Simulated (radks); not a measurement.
Values are calculated unless marked as measured or tabulated.
Q: Re25+, configuration [Kr] 4d10 4f4. Code: a radial shooting solver on a logarithmic mesh with Libxc functionals. Model: Dirac Kohn-Sham, PBE, spin-unpolarised, spherical densities, point nucleus; open shells are shared between the two j in proportion to 2j + 1.

Spin-orbit splittings of the eigenvalues, e(l+1/2) - e(l-1/2), with zeta = 2 splitting/(2l+1) and mean radii in bohr:

shell  occ.  splitting (eV)  zeta (eV)  <r> j=l-1/2  <r> j=l+1/2
2p        6            1439      959.5      0.06248      0.07056
3p        6               ?          ?       0.1866       0.2013
3d       10           68.04      27.22       0.1760       0.1806
4p        6           82.70      55.13       0.4240       0.4508
4d       10           16.56      6.623       0.4502       0.4582
4f        4           4.039      1.154       0.4443       0.4477

Estimate the 3p splitting.

A: 314.0 eV (zeta = 209.3 eV).
